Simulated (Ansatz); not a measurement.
Start from `CNBBr` and change one atom or group to get `CBNC`.

Ansatz, PBE0-D4/def2-TZVP geometries, multiplicity 1. Each molecule was computed in one conformer, which needn't be the lowest.

Scalar relativity is left out up to krypton.

```csv
property,`CNBBr`
HOMO energy (B3LYP/def2-TZVPP) / eV,-7.43
zero-point energy (PBE0-D4/def2-TZVP) / kJ/mol,182.0
"ideal-gas entropy at 298 K and 1 bar (rigid rotor, harmonic PBE0-D4/def2-TZVP) / J/(mol·K)",314
LUMO energy (ωB97M-V/def2-TZVPP) / eV,1.93
LUMO energy (B3LYP/def2-TZVPP) / eV,-0.16
HOMO–LUMO gap (PBE0/def2-TZVPP) / eV,7.72
```

Task: Give the same properties after the change, and the shifts. (Estimate.)

Result: Computed: 
| property | `CBNC` | shift |
| --- | --- | --- |
| HOMO energy (B3LYP/def2-TZVPP) / eV | -7.35 | 0.08 |
| zero-point energy (PBE0-D4/def2-TZVP) / kJ/mol | 275.8 | 93.8 |
| ideal-gas entropy at 298 K and 1 bar (rigid rotor, harmonic PBE0-D4/def2-TZVP) / J/(mol·K) | 307 | -7 |
| LUMO energy (ωB97M-V/def2-TZVPP) / eV | 2.32 | 0.39 |
| LUMO energy (B3LYP/def2-TZVPP) / eV | 0.55 | 0.71 |
| HOMO–LUMO gap (PBE0/def2-TZVPP) / eV | 8.37 | 0.65 |

With PBE0 the HOMO rises by 0.10 eV and the LUMO rises by 0.74 eV, so the gap widens by about 0.64 eV. PBE moves the HOMO by 0.13 eV and ωB97M-V by -0.02 eV. The zero-point energy changes by 93.8 kJ/mol with +9 modes.

B3LYP here is the variant with VWN-RPA as its local correlation; programs differ in this.

Spin–orbit coupling is left out; it splits and shifts lone-pair levels of the heavy atoms by tenths of an eV.
